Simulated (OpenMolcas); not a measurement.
**Lines of Rh+: computed and rescaled rates**

* Program: OpenMolcas
* Method: SS-CASPT2, IPEA 0.25 Eh, imaginary shift 0.1 Eh (closed shells correlated: 4s 4p)
* Basis: ANO-RCC-VQZP [8s7p5d3f2g1h]
* Scalar Hamiltonian: DKH2, point nucleus
* Active space: 8 electrons in 11 orbitals (4d 5s 5d)
* State averaging: 2S+1 = 3 even, 10 roots; 2S+1 = 1 even, 14 roots kept (CI in the orbitals of an earlier block)
* Spin-orbit coupling: RASSI with atomic mean-field integrals over the reference wave functions, term energies averaged over their components

Rates come from the transition moments of the reference wave functions (E1 and E2 in the length form). At fixed line strength A goes as λ^-3 for E1 and M1 and as λ^-5 for E2, so a rate at the computed wavelength can be rescaled to the measured one. Measured vacuum wavelengths follow from level energies in NIST Handbook of Basic Atomic Spectroscopic Data. Branching counts decays inside the model space alone, at computed energies, and the table is only a selection of the E2 and M1 lines, drawn from those between levels with measured partners whose computed energy lies within a factor of 1.5 of the measured one.

```
         Upper           Lower  Type  λ computed (nm)  λ measured (nm)  A computed (s-1)  A rescaled (s-1)  Branching %
4d⁸ ¹D₂ [58 %]         4d⁸ ³F₃    M1             1117             1082          9.05e-01                           64.2
       4d⁸ ¹G₄         4d⁸ ³F₄    M1            671.7            673.2          6.61e-01                           73.3
4d⁸ ³P₂ [60 %]         4d⁸ ³F₃    M1             1792             1735          4.39e-01                           67.6
4d⁸ ¹D₂ [58 %]  4d⁸ ³P₂ [60 %]    M1             2968             2874          4.16e-01                           29.5
       4d⁸ ³F₃         4d⁸ ³F₄    M1             4221             4164          3.45e-01          3.59e-01        100.0
       4d⁸ ¹G₄         4d⁸ ³F₃    M1            798.8            802.9          2.37e-01                           26.3
4d⁸ ³P₂ [60 %]         4d⁸ ³F₂    M1             2244             2182          2.05e-01                           31.6
       4d⁸ ³P₁  4d⁸ ³P₂ [60 %]    M1             4069             4254          2.02e-01          1.77e-01         73.5
4d⁸ ¹D₂ [58 %]         4d⁸ ³F₂    M1             1278             1240          6.94e-02                            4.9
       4d⁸ ³P₁         4d⁸ ³F₂    M1             1447             1442          6.49e-02                           23.6
       4d⁸ ³F₂         4d⁸ ³F₃    M1             8881             8479          4.62e-02          5.31e-02        100.0
4d⁸ ¹D₂ [58 %]         4d⁸ ³F₄    E2            883.4            858.8          1.33e-02                            0.9
       4d⁸ ³P₀         4d⁸ ³F₂    E2             1333             1393          7.59e-03          6.09e-03         40.3
       4d⁸ ³P₁         4d⁸ ³F₃    E2             1244             1232          6.76e-03          7.10e-03          2.5
4d⁸ ³P₂ [60 %]         4d⁸ ³F₄    E2             1258             1225          5.11e-03          5.84e-03          0.8
```

Spin-changing lines and M1 lines between different terms are not rescaled, since their strength hangs on the term gaps too.

The largest correction is for 4d⁸ ³P₀ → 4d⁸ ³F₂ (E2): 7.59e-03 × (1333 / 1393)^5 = 6.09e-03 s-1, a factor of 0.80.

The computed rate and branching of 4d⁸ ³F₃ → 4d⁸ ³F₄ give the upper level a radiative lifetime of 1.000 / 3.45e-01 s-1 = 2.90e+00 s, counting decays inside the model space alone. The rescaled rate gives about 2.8e+00 s.

These are rates of the free ion; in crystals, glasses and complexes forced electric-dipole and non-radiative decay shorten such lifetimes by orders of magnitude. No measured rate stands beside these. Rescaling mends the energy factor alone: line strengths can still be far off where a level mixes with configurations outside the active space, and weak or spin-changing lines hang on small mixing coefficients that depend on the term gaps too, so rescaling need not improve them.

CASPT2 breaks the degeneracy within a term, and the mean is taken; among the terms shown or strongly mixed into the levels shown the widest spread is 550 cm-1 (4d⁸ ¹G). Terms from blocks run as CI alone lack orbitals of their own. Active for correlation alone: 5d; no level in the range computed is led by a configuration that fills it, so any true level of that kind is missing. No level of 4d⁷ 5s was computed, though it lies in the active space. Measured partners are found by configuration, term and J. A level has none where our copy of the source lacks it or the pairing is in doubt (some pairs that miss far off the trend of their configuration count as doubtful). Only configurations of the active space appear.

A share in square brackets marks a mixed level and gives the weight of the term that names it.
